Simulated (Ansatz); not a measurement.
Ir3 (the lowest doublet isomer of a short search) was relaxed with PBE0-D4 (def2-TZVP) in Ansatz in these states: neutral quartet, neutral sextet. The geometries follow in no particular order.

In the def2 sets Ir takes a core potential; there is no spin–orbit coupling.

A:

```xyz
3

Ir    0.005   -1.373    0.163
Ir   -0.541    0.812    0.999
Ir    0.536    0.562   -1.162
```

B:

Cartesian coordinates in Å:
```
Ir 0.5007 0.4567 1.1820
Ir -0.3694 0.8827 -0.9699
Ir -0.1314 -1.3394 -0.2121
```

**Question.** Judge from the bond lengths which geometry belongs to which state (an estimate).

**Answer.** A is the neutral sextet (Ir2–Ir3 2.427 Å, Ir1–Ir3 2.405 Å, Ir1–Ir2 2.402 Å); B is the neutral quartet (Ir2–Ir3 2.360 Å, Ir1–Ir3 2.360 Å, Ir1–Ir2 2.360 Å).

At PBE0-D4/def2-TZVP a quartet lies 0.23 eV below the neutral sextet. These are the stationary points nearest to one start from a short search; other shapes may lie lower in each state.
